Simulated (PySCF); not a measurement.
Exercise with solution: oscillator strength and radiative lifetime

C3H8OSe, SMILES CC(C)[Se]O.

Geometry optimised at PBE0-D3(BJ)/def2-SVP. Other conformers were not sampled.

TDDFT-PBE/def2-SVPD run with PySCF puts the first singlet state with f over 0.02 at 4.92 eV (vertical), with the transition dipole (0.234, -0.421, 0.092) in atomic units.

Problem. Find the oscillator strength, the wavelength and the radiative lifetime that this transition would have in vacuum if emission retraced absorption.

Solution. 
|μ|² = 0.2405 au, so |μ| = 1.25 D. ΔE = 4.92/27.211 = 0.1808 hartree. f = (2/3) ΔE |μ|² = 0.029 (the program prints 0.029).
λ = 1239.84/4.92 = 252 nm; ν = 39682 cm⁻¹.
Einstein's coefficient A = 0.6670 ν² f s⁻¹ (ν in cm⁻¹) = 3.0e7 s⁻¹, so τ = 1/A = 33 ns. This state is S2; the lower singlet has f = 0.001. The figure is the radiative limit of this one transition; relaxation, internal conversion, crossing to triplets and a medium change what is measured.
